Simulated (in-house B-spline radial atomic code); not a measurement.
A run on S (an excited or competing configuration) that did not converge. Method: non-relativistic wB97X, spin-polarised, spherical fractional occupations, point nucleus; computed with a B-spline radial code for spherical atoms. In the input, 2p2,3 would mean two up and three down electrons.

Command:
```bash
python run_scf.py task.json out
```
Settings:
```
Z                16
configuration    1s2 2s2 2p6 3s1,0 3p2,2 4f0,1
hamiltonian      nr
method           wb97x
spin_polarised   True
```

First and last ten iterations of the last attempt (damped for 15 steps, keeping 80 % of the old Fock matrix, then DIIS):
```
 iter        energy (Eh)    residual
    1        -394.711330    2.49e-01
    2        -396.706925    9.91e-02
    3        -396.877088    6.88e-02
    4        -396.966934    4.76e-02
    5        -397.014957    3.28e-02
    6        -397.040858    2.38e-02
    7        -397.054565    1.83e-02
    8        -397.062106    1.40e-02
    9        -397.066261    1.08e-02
   10        -397.068318    8.34e-03
  111        -397.071410    1.16e-03
  112        -397.071355    1.55e-03
  113        -397.070213    2.04e-03
  114        -397.070414    1.81e-03
  115        -397.070145    1.68e-03
  116        -397.069877    1.69e-03
  117        -397.070020    1.69e-03
  118        -397.067821    2.07e-03
  119        -397.060776    4.13e-03
  120        -397.070364    1.52e-03
 not converged after 120 iterations
```

The smallest residual met was 5.8e-04; the threshold is about 2e-07. No energy from this run should be used. Cost of the run: 6.2 s on 1 thread of Arm Neoverse V1 (shared host).
